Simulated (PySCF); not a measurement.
An unknown shows these calculated signals:

1H NMR (600 MHz, computed): δ 12.13 (t, 1H), 9.54 (s, 1H), 7.68 (s, 1H), 6.11 (m, 1H), 6.00 (m, 1H), 4.55 (d, 2H), 2.20 (s, 3H).

13C{1H} NMR (computed): δ 233.4 (CH), 205.0 (CH), 175.2 (CH), 152.4 (C), 146.0 (C), 141.0 (CH2), 24.9 (CH3).

- PBE0/pcSseg-1 with gauge-including orbitals
- geometry: GFN2-xTB
- program: PySCF 2.14
- no relativistic terms, rapidly exchanging positions averaged, no solvent model, one computed conformer

Scale: 1H, 13C vs TMS (reference shieldings calculated alike).

Which of these does the molecule contain: a Si–H bond, a ketone, a (CH3)2CH unit, an S-methyl group, an aldehyde, a non-aromatic C=C double bond?

Answers


- A Si–H bond: yes (δH 4.55 (d)).
- A ketone: no.
- A (CH3)2CH unit: no.
- An S-methyl group: no.
- An aldehyde: yes (δC 205.0; δH 9.54 (s)).
- A non-aromatic C=C double bond: yes.

The data belong to `C=C(C)/C=C(/C=O)[SiH2]C=O`, C7H10O2Si; they needn't prove each group on their own.

Carbon signals by region: 3 in the far downfield region (above 160 ppm), 3 in the sp2 and nitrile region (100–160 ppm), 1 below 50 ppm. Above 160 ppm: 233.4, carbonyl carbon, 205.0, aldehyde carbonyl carbon, 175.2, β carbon of a C=C–C=O unit.

Shifts are as computed. Against solution values, carbons near 30 ppm lie about +3 ppm off and those near 130 ppm about +5 ppm. Of 1309 compounds with measured shifts, 239 miss one by over three times the rms of a fit or turn the order of signals round; such compounds aren't used in these exercises. No couplings were computed; multiplicities are counted from neighbouring protons, with m where these are inequivalent, close in shift, in a saturated or five-membered ring or joined by F or P, and br s for small geminal =CH2 splittings.
